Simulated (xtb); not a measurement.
xtb input (GFN1-xTB):

```bash
xtb mol.xyz --gfn 1 --sp --chrg 1 --uhf 0
```
mol.xyz:
```
14

Si     0.57361799     0.27466873    -0.48914448
C      1.42239392    -1.35420756    -0.43339182
Cl     1.53161955     1.75188191     0.51210035
N     -1.03977761     0.08877382     0.46647253
Si    -2.19303706    -1.29180323    -0.05783350
H      0.08858160     0.73046100    -1.79639807
H      0.85881125    -2.12243161    -0.96714047
H      2.39536546    -1.26043126    -0.92132340
H      1.59700442    -1.68583236     0.59177033
H     -0.81628508    -0.01673587     1.45981849
H     -3.49453821    -0.93482474     0.51974027
H     -1.57398624    -2.49081712     0.51949995
H     -2.14305256    -1.24118799    -1.52506480
H     -1.53348657     0.98351881     0.40612636
```

Output:

```
           -------------------------------------------------
          |                Calculation Setup                |
           -------------------------------------------------

           -------------------------------------------------
          |                 G F N 1 - x T B                 |
           -------------------------------------------------

        Reference                      10.1021/acs.jctc.7b00118
      * Hamiltonian:
        H0-scaling (s, p, d)           1.850000    2.250000    2.000000
        zeta-weighting                 0.000000
      * Dispersion:
        s8                             2.400000
        a1                             0.630000
        a2                             5.000000
        s9                             0.000000
      * Repulsion:
        kExp                           1.500000
        rExp                           1.000000
      * Coulomb:
        alpha                          2.000000
        third order                    atomic
        anisotropic                    false
      * Halogen bond correction:
        rad-scale                      1.300000
        damping                        0.440000

          ...................................................
          :                      SETUP                      :
          :.................................................:
          :  # basis functions                  56          :
          :  # atomic orbitals                  53          :
          :  # shells                           31          :
          :  # electrons                        32          :
          :  # halogen bonds                     1          :
          :  max. iterations                   250          :
          :  Hamiltonian                  GFN1-xTB          :
          :  restarted?                      false          :
          :  GBSA solvation                  false          :
          :  PC potential                    false          :
          :  electronic temp.          300.0000000     K    :
          :  accuracy                    1.0000000          :
          :  -> integral cutoff          0.2500000E+02      :
          :  -> integral neglect         0.1000000E-07      :
          :  -> SCF convergence          0.1000000E-05 Eh   :
          :  -> wf. convergence          0.2000000E-04 e    :
          :  Broyden damping             0.4000000          :
          :  net charge                          1          :
          :  unpaired electrons                  0          :
          ...................................................

 iter      E             dE          RMSdq      gap      omega  full diag
   1    -17.9412458 -0.179412E+02  0.666E+00    6.22       0.0  T
   2    -17.9828124 -0.415667E-01  0.382E+00    5.77       1.0  T
   3    -17.9828796 -0.671735E-04  0.642E-01    5.50       1.0  T
   4    -17.9851070 -0.222740E-02  0.242E-01    5.77       1.0  T
   5    -17.9857355 -0.628461E-03  0.642E-02    5.75       1.0  T
   6    -17.9857625 -0.270257E-04  0.279E-02    5.70       1.0  T
   7    -17.9857705 -0.803755E-05  0.805E-03    5.71       3.3  T
   8    -17.9857708 -0.252840E-06  0.244E-03    5.71      11.0  T
   9    -17.9857709 -0.902259E-07  0.180E-04    5.71     148.3  T
  10    -17.9857709 -0.171276E-09  0.231E-05    5.71    1155.1  T

   *** convergence criteria satisfied after 10 iterations ***

         #    Occupation            Energy/Eh            Energy/eV
      -------------------------------------------------------------
         1        2.0000           -1.0765935             -29.2956
       ...           ...                  ...                  ...
        10        2.0000           -0.6559585             -17.8495
        11        2.0000           -0.6350594             -17.2808
        12        2.0000           -0.6337477             -17.2452
        13        2.0000           -0.6319334             -17.1958
        14        2.0000           -0.6292529             -17.1228
        15        2.0000           -0.6251019             -17.0099
        16        2.0000           -0.6023588             -16.3910 (HOMO)
        17                         -0.3924003             -10.6778 (LUMO)
        18                         -0.3648416              -9.9278
        19                         -0.3582499              -9.7485
        20                         -0.3414338              -9.2909
        21                         -0.3235098              -8.8031
       ...                                ...                  ...
        53                          1.2808935              34.8549
      -------------------------------------------------------------
                  HL-Gap            0.2099585 Eh            5.7133 eV
             Fermi-level           -0.4973795 Eh          -13.5344 eV

 SCC (total)                   0 d,  0 h,  0 min,  0.016 sec
 SCC setup                      ...        0 min,  0.000 sec (  0.732%)
 Dispersion                     ...        0 min,  0.000 sec (  0.318%)
 classical contributions        ...        0 min,  0.000 sec (  0.167%)
 integral evaluation            ...        0 min,  0.004 sec ( 25.073%)
 iterations                     ...        0 min,  0.004 sec ( 25.164%)
 molecular gradient             ...        0 min,  0.008 sec ( 47.598%)
 printout                       ...        0 min,  0.000 sec (  0.849%)

         :::::::::::::::::::::::::::::::::::::::::::::::::::::
         ::                     SUMMARY                     ::
         :::::::::::::::::::::::::::::::::::::::::::::::::::::
         :: total energy             -17.835671647623 Eh    ::
         :: gradient norm              0.048287991138 Eh/a0 ::
         :: HOMO-LUMO gap              5.713260731573 eV    ::
         ::.................................................::
         :: SCC energy               -17.985770885996 Eh    ::
         :: -> electrostatic           0.092302734902 Eh    ::
         :: repulsion energy           0.156416313013 Eh    ::
         :: dispersion energy         -0.006317074640 Eh    ::
         :: halogen bond corr.         0.000000000000 Eh    ::
         :: add. restraining           0.000000000000 Eh    ::
         :: total charge               1.000000000000 e     ::
         :::::::::::::::::::::::::::::::::::::::::::::::::::::

           -------------------------------------------------
          |                Property Printout                |
           -------------------------------------------------

    * Orbital Energies and Occupations

         #    Occupation            Energy/Eh            Energy/eV
      -------------------------------------------------------------
         1        2.0000           -1.0765935             -29.2956
       ...           ...                  ...                  ...
         4        2.0000           -0.7949574             -21.6319
         5        2.0000           -0.7573089             -20.6074
         6        2.0000           -0.7484280             -20.3658
         7        2.0000           -0.6975137             -18.9803
         8        2.0000           -0.6722998             -18.2942
         9        2.0000           -0.6694650             -18.2171
        10        2.0000           -0.6559585             -17.8495
        11        2.0000           -0.6350594             -17.2808
        12        2.0000           -0.6337477             -17.2452
        13        2.0000           -0.6319334             -17.1958
        14        2.0000           -0.6292529             -17.1228
        15        2.0000           -0.6251019             -17.0099
        16        2.0000           -0.6023588             -16.3910 (HOMO)
        17                         -0.3924003             -10.6778 (LUMO)
        18                         -0.3648416              -9.9278
        19                         -0.3582499              -9.7485
        20                         -0.3414338              -9.2909
        21                         -0.3235098              -8.8031
        22                         -0.2993489              -8.1457
        23                         -0.2835228              -7.7150
        24                         -0.2773771              -7.5478
        25                         -0.2562344              -6.9725
        26                         -0.2307477              -6.2790
        27                         -0.2302093              -6.2643
       ...                                ...                  ...
        53                          1.2808935              34.8549
      -------------------------------------------------------------
                  HL-Gap            0.2099585 Eh            5.7133 eV
             Fermi-level           -0.4973795 Eh          -13.5344 eV

  Mulliken/CM5 charges         n(s)   n(p)   n(d)
     1Si    0.43040  0.24823   1.203  1.461  0.906
     2C    -0.18329 -0.28623   1.001  3.182  0.000
     3Cl    0.01375  0.05924   1.882  5.114 -0.009
     4N    -0.37771 -0.80348   1.488  3.890  0.000
     5Si    0.46044  0.22016   1.333  1.629  0.577
     6H    -0.02377  0.06508   1.024  0.000  0.000
     7H     0.07797  0.13429   0.922  0.000  0.000
     8H     0.09388  0.14963   0.906  0.000  0.000
     9H     0.08065  0.13668   0.919  0.000  0.000
    10H     0.25477  0.44916   0.745  0.000  0.000
    11H    -0.02486  0.06126   1.025  0.000  0.000
    12H    -0.03179  0.05508   1.032  0.000  0.000
    13H    -0.02851  0.05853   1.029  0.000  0.000
    14H     0.25805  0.45239   0.742  0.000  0.000

Wiberg/Mayer (AO) data.
largest (>0.10) Wiberg bond orders for each atom

 ---------------------------------------------------------------------------
     #   Z sym  total        # sym  WBO       # sym  WBO       # sym  WBO
 ---------------------------------------------------------------------------
     1  14 Si   4.568 --     3 Cl   1.525     2 C    1.100     6 H    0.910
                             4 N    0.721
     2   6 C    3.967 --     1 Si   1.100     7 H    0.924     9 H    0.920
                             8 H    0.918
     3  17 Cl   1.631 --     1 Si   1.525
     4   7 N    3.409 --    14 H    0.874    10 H    0.874     5 Si   0.857
                             1 Si   0.721
     5  14 Si   3.792 --    12 H    0.922    11 H    0.921    13 H    0.918
                             4 N    0.857
     6   1 H    0.993 --     1 Si   0.910
     7   1 H    0.992 --     2 C    0.924
     8   1 H    0.990 --     2 C    0.918
     9   1 H    0.992 --     2 C    0.920
    10   1 H    0.944 --     4 N    0.874
    11   1 H    0.993 --     5 Si   0.921
    12   1 H    0.992 --     5 Si   0.922
    13   1 H    0.992 --     5 Si   0.918
    14   1 H    0.941 --     4 N    0.874
 ---------------------------------------------------------------------------

Topologies differ in total number of bonds
Writing topology from bond orders to xtbtopo.mol

 dipole moment from electron density (au)
     X       Y       Z
  -1.5104  -0.6444   0.4341  total (Debye):    4.317

           -------------------------------------------------
          | TOTAL ENERGY              -17.835671647623 Eh   |
          | GRADIENT NORM               0.048287991138 Eh/α |
          | HOMO-LUMO GAP               5.713260731573 eV   |
           -------------------------------------------------

------------------------------------------------------------------------
------------------------------------------------------------------------
 total:
 SCF:
Note: The following floating-point exceptions are signalling: IEEE_DENORMAL
normal termination of xtb
```

It need not be the lowest isomer of its formula.
